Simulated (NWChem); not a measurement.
System: silylarsine (SiAsH$_{5}$); SMILES [SiH3][AsH2]

NWChem input:

```
start job
memory heap 200 mb stack 900 mb global 1100 mb
geometry units angstroms noautosym nocenter noautoz
  Si    -0.020034     1.574079     0.000000
  As    -0.044107    -0.818250     0.000000
  H     -0.744852     2.053700    -1.207333
  H     -0.744852     2.053700     1.207333
  H      1.347375     2.160029     0.000000
  H      1.020463    -0.900214    -1.101582
  H      1.020463    -0.900214     1.101582
end
basis spherical
  * library 6-311g**
end
dft
  xc b3lyp
  iterations 150
end
property
  shielding 5 1 2 3 5 6
end
task dft property
```

Structure relaxed at the B3LYP/6-31G* (spherical d) level. B3LYP is NWChem's, with the RPA form of VWN correlation.

GIAO values for the isolated, static molecule; σ is the absolute isotropic shielding, δ = σ(reference) − σ with the isolated reference molecule computed at the same levels (1H: tetramethylsilane, 29Si: tetramethylsilane).

Atoms are numbered as in the input.

Question: What results follow from this input? (B3LYP/6-311G** (spherical d), GIAO.) Quantities: basis functions; δ Si1 (ppm); σ As2 (ppm); δ H3 (rotor mean) (ppm); δ H6 (ppm).

Answer: The number of basis functions comes out as 100 and the δ Si1 (ppm) comes out as -76.9. The σ As2 (ppm) is 1892.7, the δ H3 (rotor mean) (ppm) comes out as 4.24 and the δ H6 (ppm) comes out as 2.41.
